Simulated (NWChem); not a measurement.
Everything below was run with NWChem. System: C₂H₇FSi₂, charge 0, spin multiplicity 1, at a geometry optimised with PBE0/def2-SVP. The structure started from a generated list of species. Level: r2SCAN/def2-SVP.

Job file:

```
start mol
memory heap 200 mb stack 800 mb global 1000 mb
geometry units angstroms nocenter noautoz
  F      1.255710    -0.748162     0.000000
  C     -0.066973    -0.472306     0.000000
  Si    -1.148973    -2.023131     0.000000
  C     -0.457935     0.806085     0.000000
  Si     0.752204     2.242845     0.000000
  H     -0.851730    -2.837554     1.214069
  H     -2.575722    -1.591754     0.000000
  H     -0.851730    -2.837554    -1.214069
  H     -1.537172     0.988667     0.000000
  H      1.622795     2.208110     1.212817
  H      1.622795     2.208110    -1.212817
  H     -0.026414     3.516766     0.000000
  symmetry group Cs
end
basis spherical
  * library def2-svp
end
dft
  xc r2scan
  semidirect memsize 60000000 filesize 0
  iterations 100
  grid fine
end
task dft energy
```

Output (cleaned and shortened):

```
             Northwest Computational Chemistry Package (NWChem) 7.3.0
             --------------------------------------------------------

                                NWChem Input Module
                                -------------------

 Scaling coordinates for geometry "geometry" by  1.889725989
 (inverse scale =  0.529177249)

 Turning off AUTOSYM since
 SYMMETRY directive was detected!

                             Geometry "geometry" -> ""
                             -------------------------

 Output coordinates in angstroms (scale by  1.889725989 to convert to a.u.)

  No.       Tag          Charge          X              Y              Z
 ---- ---------------- ---------- -------------- -------------- --------------
    1 F                    9.0000     1.25571000    -0.74816200     0.00000000
    2 C                    6.0000    -0.06697300    -0.47230600     0.00000000
    3 Si                  14.0000    -1.14897300    -2.02313100     0.00000000
    4 C                    6.0000    -0.45793500     0.80608500     0.00000000
    5 Si                  14.0000     0.75220400     2.24284500     0.00000000
    6 H                    1.0000    -0.85173000    -2.83755400     1.21406900
    7 H                    1.0000    -2.57572200    -1.59175400     0.00000000
    8 H                    1.0000    -0.85173000    -2.83755400    -1.21406900
    9 H                    1.0000    -1.53717200     0.98866700     0.00000000
   10 H                    1.0000     1.62279500     2.20811000     1.21281700
   11 H                    1.0000     1.62279500     2.20811000    -1.21281700
   12 H                    1.0000    -0.02641400     3.51676600     0.00000000

 Effective nuclear repulsion energy (a.u.)     267.2492135964

            Nuclear Dipole moment (a.u.)
            ----------------------------
        X                 Y               Z
 ---------------- ---------------- ----------------
    -0.0000037795     0.0000056692     0.0000000000

      Symmetry information
      --------------------

 Group name             Cs
 Group number              2
 Group order               2
 No. of unique centers    10

      Symmetry unique atoms

     1    2    3    4    5    6    7    9   10   12


 Summary of "ao basis" -> "" (spherical)
 ------------------------------------------------------------------------------
       Tag                 Description            Shells   Functions and Types
 ---------------- ------------------------------  ------  ---------------------
 *                          def2-svp                  on all atoms

                                 NWChem DFT Module
                                 -----------------

 Summary of "ao basis" -> "ao basis" (spherical)
 ------------------------------------------------------------------------------
       Tag                 Description            Shells   Functions and Types
 ---------------- ------------------------------  ------  ---------------------
 F                          def2-svp                 6       14   3s2p1d
 C                          def2-svp                 6       14   3s2p1d
 Si                         def2-svp                 8       18   4s3p1d
 H                          def2-svp                 3        5   2s1p

 Summary of "ao basis" -> "ao basis" (spherical)
 ------------------------------------------------------------------------------
       Tag                 Description            Shells   Functions and Types
 ---------------- ------------------------------  ------  ---------------------
 F                          def2-svp                 6       14   3s2p1d
 C                          def2-svp                 6       14   3s2p1d
 Si                         def2-svp                 8       18   4s3p1d
 H                          def2-svp                 3        5   2s1p

      Symmetry analysis of basis
      --------------------------

        a'         78
        a"         35

            General Information
            -------------------
          SCF calculation type: DFT
          Wavefunction type:  closed shell.
          No. of atoms     :    12
          No. of electrons :    56
           Alpha electrons :    28
            Beta electrons :    28
          Charge           :     0
          Spin multiplicity:     1
          Use of symmetry is: on ; symmetry adaption is: on
          Maximum number of iterations: 100
          AO basis - number of functions:   113
                     number of shells:    55
          Convergence on energy requested:  1.00D-06
          Convergence on density requested:  1.00D-05
          Convergence on gradient requested:  5.00D-04

              XC Information
              --------------
                      r^2SCAN Method XC Functional
               r^2SCAN metaGGA Exchange Functional  1.000
                     r^2SCAN Correlation Potential  1.000

             Grid Information
             ----------------
          Grid used for XC integration:  fine
          Radial quadrature: Mura-Knowles
          Angular quadrature: Lebedev.
          Tag              B.-S. Rad. Rad. Pts. Rad. Cut. Ang. Pts.
          ---              ---------- --------- --------- ---------
          F                   0.50       70          11.0       590
          C                   0.70       70          11.0       590
          Si                  1.10      123          13.0       770
          H                   0.35       60          15.0       590
          Grid pruning is: on
          Number of quadrature shells:   756
          Spatial weights used:  Erf1

          Convergence Information
          -----------------------
          Convergence aids based upon iterative change in
          total energy or number of iterations.
          Levelshifting, if invoked, occurs when the
          HOMO/LUMO gap drops below (HL_TOL):  1.00D-02
          DIIS, if invoked, will attempt to extrapolate
          using up to (NFOCK): 10 stored Fock matrices.

                    Damping( 0%)  Levelshifting(0.5)       DIIS
                  --------------- ------------------- ---------------
          dE  on:    start            ASAP                start
          dE off:    2 iters        100 iters           100 iters

      Screening Tolerance Information
      -------------------------------
          Density screening/tol_rho:  1.00D-10
          AO Gaussian exp screening on grid/accAOfunc:  14
          CD Gaussian exp screening on grid/accCDfunc:  20
          XC Gaussian exp screening on grid/accXCfunc:  20
          Schwarz screening/accCoul:  1.00D-08

      Superposition of Atomic Density Guess
      -------------------------------------

 Sum of atomic energies:        -755.51417415

      Non-variational initial energy
      ------------------------------

 Total energy =    -757.527626
 1-e energy   =   -1576.321132
 2-e energy   =     551.544293
 HOMO         =      -0.299992
 LUMO         =      -0.005159

      Symmetry analysis of molecular orbitals - initial
      -------------------------------------------------

  Numbering of irreducible representations:

     1 a'          2 a"

  Orbital symmetries:

     1 a'          2 a'          3 a'          4 a'          5 a'
     6 a'          7 a'          8 a'          9 a'         10 a'
    11 a"         12 a"         13 a'         14 a'         15 a'
    16 a'         17 a'         18 a'         19 a'         20 a"
    21 a'         22 a'         23 a"         24 a"         25 a'
    26 a'         27 a'         28 a"         29 a"         30 a'
    31 a'         32 a'         33 a'         34 a"         35 a'
    36 a'         37 a"         38 a'

------------------------------------------------------------
EAF file 0: "./mol.aoints.0" size=524288 bytes
------------------------------------------------------------
               write      read    awrite     aread      wait
               -----      ----    ------     -----      ----
     calls:        1         0         0         0         0
   data(b): 5.24e+05  0.00e+00  0.00e+00  0.00e+00
   time(s): 0.00e+00  0.00e+00  0.00e+00  0.00e+00  0.00e+00
rate(mb/s): 0.00e+00  0.00e+00
------------------------------------------------------------

   convergence    iter        energy       DeltaE   RMS-Dens  Diis-err    time
 ---------------- ----- ----------------- --------- --------- ---------  ------
 d= 0,ls=0.0,diis     1   -758.6785782470 -1.03D+03  1.29D-02  5.26D-01     3.6
 d= 0,ls=0.0,diis     2   -758.6368777817  4.17D-02  6.46D-03  9.93D-01     4.7
 d= 0,ls=0.0,diis     3   -758.7351389368 -9.83D-02  2.47D-03  6.66D-02     5.8
 d= 0,ls=0.0,diis     4   -758.7407821918 -5.64D-03  1.24D-03  2.42D-02     7.0
 d= 0,ls=0.0,diis     5   -758.7440645613 -3.28D-03  2.20D-04  1.05D-03     8.3
  Resetting Diis
 d= 0,ls=0.0,diis     6   -758.7441674604 -1.03D-04  4.27D-05  2.03D-05     9.5
 d= 0,ls=0.0,diis     7   -758.7441704359 -2.98D-06  1.96D-05  1.46D-06    10.7
 d= 0,ls=0.0,diis     8   -758.7441702293  2.07D-07  1.24D-05  2.87D-06    11.9
 d= 0,ls=0.0,diis     9   -758.7441706285 -3.99D-07  2.84D-06  1.27D-07    13.1

         Total DFT energy =     -758.744170628455
      One electron energy =    -1579.599604980234
           Coulomb energy =      619.136499607246
    Exchange-Corr. energy =      -65.530278851855
 Nuclear repulsion energy =      267.249213596388

 Numeric. integr. density =       55.999997754984

     Total iterative time =     12.6s

                  Occupations of the irreducible representations
                  ----------------------------------------------

                     irrep           alpha         beta
                     --------     --------     --------
                     a'               22.0         22.0
                     a"                6.0          6.0

                       DFT Final Molecular Orbital Analysis
                       ------------------------------------

 Vector   26  Occ=2.000000D+00  E=-3.163827D-01  Symmetry=a'
              MO Center=  5.6D-01,  2.7D+00,  5.6D-14, r^2= 2.6D+00
   Bfn.  Coefficient  Atom+Function         Bfn.  Coefficient  Atom+Function
  ----- ------------  ---------------      ----- ------------  ---------------
   109      0.362810  12 H  s                68     -0.239442   5 Si px
   110      0.202499  12 H  s                99     -0.196118  10 H  s
   104     -0.196118  11 H  s                71     -0.174686   5 Si px
    69      0.157640   5 Si py               65      0.136235   5 Si px
    72      0.120781   5 Si py               94     -0.108638   9 H  s

 Vector   27  Occ=2.000000D+00  E=-2.922257D-01  Symmetry=a'
              MO Center= -4.9D-02, -7.4D-02, -2.8D-15, r^2= 4.3D+00
   Bfn.  Coefficient  Atom+Function         Bfn.  Coefficient  Atom+Function
  ----- ------------  ---------------      ----- ------------  ---------------
    19      0.303937   2 C  py               51     -0.285447   4 C  py
     5      0.228535   1 F  py               37     -0.200739   3 Si py
    17     -0.188929   2 C  s                54     -0.174734   4 C  py
     8     -0.165079   1 F  py                4      0.163399   1 F  px
    69      0.154615   5 Si py               72      0.150408   5 Si py

 Vector   28  Occ=2.000000D+00  E=-2.505232D-01  Symmetry=a"
              MO Center=  3.0D-02,  2.2D-01,  8.7D-15, r^2= 3.0D+00
   Bfn.  Coefficient  Atom+Function         Bfn.  Coefficient  Atom+Function
  ----- ------------  ---------------      ----- ------------  ---------------
    52      0.384258   4 C  pz               20      0.340626   2 C  pz
    55      0.302231   4 C  pz                6      0.271965   1 F  pz
     9     -0.210255   1 F  pz               23      0.182704   2 C  pz
    99     -0.122431  10 H  s               104      0.122431  11 H  s
    80     -0.094641   6 H  s                90      0.094641   8 H  s

 Vector   29  Occ=0.000000D+00  E=-6.224790D-02  Symmetry=a"
              MO Center= -1.7D-01,  1.1D-01, -3.4D-15, r^2= 3.7D+00
   Bfn.  Coefficient  Atom+Function         Bfn.  Coefficient  Atom+Function
  ----- ------------  ---------------      ----- ------------  ---------------
    23      0.444990   2 C  pz               55     -0.431544   4 C  pz
    20      0.411719   2 C  pz               52     -0.348762   4 C  pz
    73     -0.324398   5 Si pz               41      0.277145   3 Si pz
   100      0.275811  10 H  s               105     -0.275811  11 H  s
    80     -0.256343   6 H  s                90      0.256343   8 H  s

 Vector   30  Occ=0.000000D+00  E= 7.518937D-03  Symmetry=a'
              MO Center= -9.6D-01, -1.3D+00, -1.6D-16, r^2= 6.1D+00
   Bfn.  Coefficient  Atom+Function         Bfn.  Coefficient  Atom+Function
  ----- ------------  ---------------      ----- ------------  ---------------
    39      1.021400   3 Si px               17     -0.777936   2 C  s
    85      0.666553   7 H  s                40      0.590153   3 Si py
    95      0.436558   9 H  s                21      0.361070   2 C  px
   110      0.350004  12 H  s                71      0.330551   5 Si px
    22      0.269891   2 C  py               32      0.204595   3 Si s

 Vector   31  Occ=0.000000D+00  E= 2.497673D-02  Symmetry=a'
              MO Center= -7.5D-01, -1.2D+00,  2.9D-14, r^2= 6.5D+00
   Bfn.  Coefficient  Atom+Function         Bfn.  Coefficient  Atom+Function
  ----- ------------  ---------------      ----- ------------  ---------------
    40      1.111712   3 Si py               17     -0.626619   2 C  s
    80      0.596236   6 H  s                90      0.596236   8 H  s
    85     -0.575046   7 H  s                49     -0.482309   4 C  s
    71     -0.445952   5 Si px               72     -0.358938   5 Si py
    39     -0.336240   3 Si px               54     -0.229308   4 C  py

 center of mass
 --------------
 x =   0.06844820 y =  -0.04267413 z =   0.00000000

 moments of inertia (a.u.)
 ------------------
        1158.080445169988        -375.037920807759           0.000000000000
        -375.037920807759         381.838557619521           0.000000000000
           0.000000000000           0.000000000000        1497.524293385043

     Multipole analysis of the density
     ---------------------------------

     L   x y z        total         alpha         beta         nuclear
     -   - - -        -----         -----         ----         -------
     0   0 0 0     -0.000000    -28.000000    -28.000000     56.000000

     1   1 0 0     -0.525495     -0.262746     -0.262746     -0.000004
     1   0 1 0     -0.118743     -0.059374     -0.059374      0.000006
     1   0 0 1     -0.000000     -0.000000     -0.000000      0.000000

     2   2 0 0    -35.005233   -120.341161   -120.341161    205.677090
     2   1 1 0      0.539582   -107.165078   -107.165078    214.869737
     2   1 0 1      0.000000      0.000000      0.000000      0.000000
     2   0 2 0    -34.570439   -338.210132   -338.210132    641.849825
     2   0 1 1     -0.000000     -0.000000     -0.000000      0.000000
     2   0 0 2    -35.635431    -28.334102    -28.334102     21.032773

 Task  times  cpu:       13.1s     wall:       13.1s

 Total times  cpu:       13.2s     wall:       13.2s
```
